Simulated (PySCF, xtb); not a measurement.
CH5ClFNSi, SMILES FC[Si@@H](N)Cl. One conformer was computed; it need not be the lowest.

Harmonic wavenumbers (cm⁻¹) from xtb with GFN2-xTB at its own minimum, in rising order: 51, 113, 161, 228, 253, 284, 476, 511, 643, 651, 699, 767, 811, 927, 1028, 1205, 1285, 1443, 1493, 2238, 2955, 2966, 3472, 3510.

What does PBE-D3(BJ)/def2-SVP in PySCF give at its own minimum? (An estimate is asked for; the answer gives what the named calculation found.)

83, 121, 189, 220, 264, 325, 400, 515, 618, 675, 787, 802, 868, 898, 1048, 1194, 1262, 1398, 1492, 2210, 2941, 2999, 3494, 3591. Paired by order, the mean absolute difference is 31 cm⁻¹ and the zero-point energies are 40.3 and 40.6 kcal/mol.
